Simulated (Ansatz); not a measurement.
Relaxation of FH4NOSi (8 atoms, charge 0, multiplicity 1), to a largest force component of 0.02 eV/Å in at most 40 steps.

Method: RKS r2SCAN/STO-3G (Ansatz).

```xyz
8
Properties=species:S:1:pos:R:3:forces:R:3
Si 0.000 0.000 0.000 -2.89 -2.76 -0.02
H 0.000 0.000 1.460 0.01 -0.21 -0.03
F 1.499 0.000 -0.529 1.34 0.32 -0.63
O -0.791 1.371 -0.559 0.39 1.21 -0.37
H -1.749 1.140 -0.782 -0.01 -0.52 0.04
N -0.857 -1.485 -0.606 0.91 1.71 0.89
H -1.392 -2.101 0.070 0.66 0.44 -1.48
H -0.822 -1.734 -1.636 -0.41 -0.19 1.61
```

Q: Where does it end, and by what steps?

A: The run converged. Limits of this set-up: minimal basis. After 11 steps the energy has fallen by 0.457 eV; H7 moved furthest, 0.43 Å.

```csv
step,energy less start (eV),largest force component (eV/Å),accepted
0,0.0000,2.891,yes
1,-0.2981,1.763,yes
2,-0.3812,0.594,yes
3,-0.3961,0.336,yes
4,-0.4187,0.359,yes
5,-0.3661,2.582,no
6,-0.4480,0.321,yes
7,-0.4511,0.581,yes
8,-0.4563,0.107,yes
9,-0.4568,0.080,yes
10,-0.4571,0.050,yes
11,-0.4573,0.019,yes
```

```xyz
8
Properties=species:S:1:pos:R:3
Si -0.090 -0.028 0.012
H -0.084 -0.084 1.468
F 1.453 -0.070 -0.526
O -0.722 1.420 -0.630
H -1.681 1.156 -0.856
N -1.125 -1.348 -0.546
H -0.976 -2.217 0.021
H -0.888 -1.638 -1.525
```

Whether the end is a true minimum wasn't checked by a vibrational analysis.

The run took 33 s on 1 thread of Arm Neoverse V1, with other jobs on the host, peak memory 0.15 GiB.
